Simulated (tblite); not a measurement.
Run record: tight-binding relaxation, `CN[SiH2]c1cnccn1`.

Computed with GFN2-xTB geometry optimisation, gas phase (tblite 0.8.0). Start geometry: from a force field or distance geometry. The command runs a driver script over a list of jobs; the input below is this job's line of settings and its coordinates in Å.

Command:
```bash
OMP_NUM_THREADS=1 python probes_run.py task.json out
```

Input:
```
{"job": {"kind": "relax", "xc": "GFN2-xTB", "basis": "xTB"}, "charge": 0, "multiplicity": 1}
C      3.118800    -0.152800    -0.431400
N      2.029600     0.760800    -0.108900
Si     0.952500     0.123300     1.181700
C     -0.751100    -0.007800     0.433600
C     -1.250800     1.076900    -0.226500
N     -2.496600     1.024400    -0.796800
C     -3.194800    -0.111400    -0.667300
C     -2.717800    -1.221200     0.010700
N     -1.474300    -1.165400     0.565200
H      3.663300     0.334000    -1.281200
H      3.808800    -0.188200     0.415600
H      2.703600    -1.130500    -0.730000
H      1.434200     0.958900    -0.947100
H      1.361800    -1.202500     1.661600
H      0.976600     1.142700     2.264800
H     -0.678400     1.988500    -0.319800
H     -4.189000    -0.102200    -1.130000
H     -3.305100    -2.121000     0.094200
```

Output:
```
step      E/eV     max force
  0    -700.82964    2.745
  1    -701.06866    1.046
  2    -701.13358    0.643
  3    -701.18958    0.615
  4    -701.20725    0.392
  5    -701.22096    0.339
  6    -701.22938    0.287
  7    -701.23873    0.330
  8    -701.24881    0.309
  9    -701.25977    0.244
... (106 lines left out)
116    -701.45237    0.037
117    -701.45273    0.042
118    -701.45302    0.038
119    -701.45320    0.025
120    -701.45329    0.019
121    -701.45337    0.019
122    -701.45343    0.018
123    -701.45349    0.014
124    -701.45352    0.013
125    -701.45354    0.009
```

«max force» is the largest atomic force in eV/Å.

Task: From which step on does the largest force stay under 0.1 eV/Å, and how much energy is left to gain from there?

Result: From step 98 (0.086 eV/Å), 12.7 meV above the end.

In short: energy lowered by 14.4 kcal/mol over 125 steps; largest atomic force 0.009 eV/Å at the end.

Task: Give the final coordinates.

Result: 0.580 Å rms from the input after alignment:
```
atom  x, y, z in Å
C1     3.3613    0.1992   -0.3203
N2     1.9210    0.1324   -0.4069
Si3    0.9340   -0.2506    0.9473
C4    -0.8390   -0.0948    0.3147
C5    -1.3557    1.0606   -0.2706
N6    -2.6135    1.1633   -0.6655
C7    -3.3866    0.1020   -0.4851
C8    -2.8886   -1.0596    0.0873
N9    -1.6300   -1.1523    0.4854
H10    3.7564    0.8315   -1.1171
H11    3.6312    0.6353    0.6384
H12    3.8336   -0.7864   -0.3913
H13    1.6211   -0.1717   -1.3225
H14    1.0837   -1.5815    1.5473
H15    1.2147    0.7913    1.9427
H16   -0.7327    1.9314   -0.4238
H17   -4.4156    0.1944   -0.8056
H18   -3.5040   -1.9379    0.2340
```

The run took 1.8 s on one thread, Arm Neoverse N1 (aarch64), shared host with 64 logical CPUs at a one-minute load of 60.
Labels such as C1 count atoms from 1, the log's own numbers from 0.
